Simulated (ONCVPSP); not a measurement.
# cobalt (Co): one change to an ONCV potential, before and after

ONCVPSP 4.0.1 input, shortened (lines: element, Z, core and valence counts, functional; n l f; lmax; l rc ep ncon nbas qcut; lloc lpopt rc5 dvloc0; l nproj debl; icmod fcfact rcfact), PW91, non-relativistic:

```
  Co 27.00    4    3  -109134      upf
    1    0    2.00
    2    0    2.00
    2    1    6.00
    3    0    2.00
    3    1    6.00
    3    2    7.00
    4    0    1.50
    2
    0    1.85    0.00    3    6    3.70
    1    1.20    0.00    3    6   10.60
    2    1.25    0.00    4    9   12.80
    4    5    0.80    3.00
    0    2    2.80
    1    2    1.90
    2    2    3.20
    1    0.40    0.00
```

In the p channel the program set the typed energies aside and used -2.548, 0.250 Ha.

Change: d: qcut 14.6.

Cutoffs: the cutoffs (Ha) at which the residual kinetic energy of the hardest occupied pseudo-wave falls to 1 and 0.1 mHa per electron; they do not see the model core or the augmentation charge, which bear on the density cutoff. Errors are all-electron minus pseudo energies relative to the spin-unpolarised reference configuration.

What does the change do?

The potential gets harder (63 Ha and 71 Ha → 72 Ha and 82 Ha); both files keep a bound ghost (s); the errors of the 4 common tests hardly move. The waves are optimised to have the least kinetic energy above qcut, so the cutoff follows it (qcut²/2 in Ha).

```tsv
quantity	base	changed
cutoff, loose	63 Ha	72 Ha
cutoff, tight	71 Ha	82 Ha
loose cutoff by channel	s 4.9 Ha, p 37 Ha, d 63 Ha	s 4.9 Ha, p 37 Ha, d 72 Ha
bound ghosts	s	s
GHOST(+) flags under 300 eV	none	none
error for 3p6 3d7 4s2, meV [ΔE -3.57 eV]	-1.0	-1.1
error for 3p6 3d7 4s1, meV [ΔE 5.37 eV]	-2.2	-2.3
error for 3p6 3d7 4s0, meV [ΔE 21.97 eV]	-27	-29
error for 3p5 3d7 4s2, meV [ΔE 69.53 eV]	-170	-150
s: phases at 1.88 bohr within 0.05 rad from the reference energy up to (Ha; the scan ends near 5)	4.4	4.4
p: phases at 1.22 bohr within 0.05 rad from the reference energy up to (Ha; the scan ends near 5)	to the end of the scan	to the end of the scan
d: phases at 1.27 bohr within 0.05 rad from the reference energy up to (Ha; the scan ends near 5)	to the end of the scan	to the end of the scan
rms error of d²Exc/dni dnj with the model core, mHa	1.13	1.13
```

 A true bound ghost makes a file unfit for plane-wave use even where its test errors are small: the radial tests pick states by their node count and pass the ghost by.
